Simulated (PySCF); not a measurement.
## A series of derivatives of CC([SiH3])C(C)C=O

Parent skeleton `[CH3:1][CH:2]([SiH3:3])[CH:4]([CH3:5])[CH:6]=[O:7]`; one hydrogen on atom 4 is replaced by X. Hydrogens on one atom are averaged.

- GFN2-xTB geometry
- PBE0/pcSseg-1 with gauge-including orbitals
- code: PySCF 2.14
- one conformer, non-relativistic Hamiltonian, gas phase, one averaged value for each set of equivalent atoms

Scale: 13C (σ = 186.93 ppm), 29Si (σ = 349.16 ppm), 1H (σ = 31.72 ppm) vs TMS; 17O (σ = 336.08 ppm) against H2O (reference shieldings calculated alike).

Parent (X = H): C1 16.2, C2 17.3, Si3 -60.6, C4 53.7, C5 15.2, C6 209.8, O7 690.2, H(C1) 1.07, H(C2) 0.96 ppm. Effects are Δδ = δ(X) − δ(H), positive for deshielding.

(1) Order these by the shift of H(C2), most shielded first.
A. X = CH2CN
B. X = SSiH3
C. X = propynyl
D. X = CHF2
E. X = CONH2

(2) Order these by the shift of C5, most shielded first.
A. X = CH2SiH3
B. X = CN
C. X = SSiH3
D. X = CHF2
E. X = CONH2

(3) Order these by the shift of H(C1), most shielded first.
A. X = CH2CN
B. X = F
C. X = C2H5
D. X = SSiH3

## Answers

(1) C (-0.04 ppm), E (+0.24 ppm), B (+0.44 ppm), A (+0.62 ppm), D (+0.88 ppm).

(2) D (-5.7 ppm), B (+1.7 ppm), C (+4.2 ppm), A (+6.0 ppm), E (+12.2 ppm).

(3) C (-0.13 ppm), A (-0.01 ppm), B (+0.19 ppm), D (+0.34 ppm).

Unscaled 17O shifts of doubly bonded oxygen tend to come out too high, by tens of ppm or more. Experimental scales use liquid or dissolved standards, which lie at an offset from isolated H2O (liquid H2O: subtract about 36 ppm).
